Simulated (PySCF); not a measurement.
## Worked example for GeCl2: ionisation energy to the radical cation

Structure: `[Cl][Ge][Cl]` (Cl2Ge).

Energies: B3LYP-D3(BJ)/ma-def2-SVP (PySCF, density fitting, integration grid level 2) on PBE0-D3(BJ)/def2-SVP structures. The prefix ma- adds one diffuse s and one diffuse p function on all atoms but H. Zero-point energies come from unscaled GFN2-xTB harmonic frequencies. These were taken at the GFN2-xTB minima.

```jsonl
{"state": "parent", "structure": "parent", "E / Eh": "-2997.032556"}
{"state": "radical cation", "structure": "parent", "E / Eh": "-2996.646552"}
{"state": "radical cation", "structure": "radical cation", "E / Eh": "-2996.654593"}
{"state": "parent", "structure": "radical cation", "E / Eh": "-2997.012174"}
```

Zero-point energy of the radical cation less that of the parent: -0.002 eV. 1 Eh = 27.2114 eV.

Q: Work out the vertical and adiabatic ionisation energy.

A: Vertical: (-2996.646552) − (-2997.032556) = 0.386004 Eh = 10.50 eV. Adiabatic: 0.377963 Eh = 10.285 eV, and 10.28 eV with zero-point energy.

Q: And the inner reorganisation energy of self-exchange?

A: The radical cation relaxes by 218.8 meV and the parent by 554.6 meV, so λ = 773 meV.

Note: ma-def2-SVP is a small basis, whose errors can reach tens of kJ/mol; spin-orbit coupling is left out of the energies, which matters for open shells on the heavier atoms; atoms from Ga to Kr are treated without relativity.
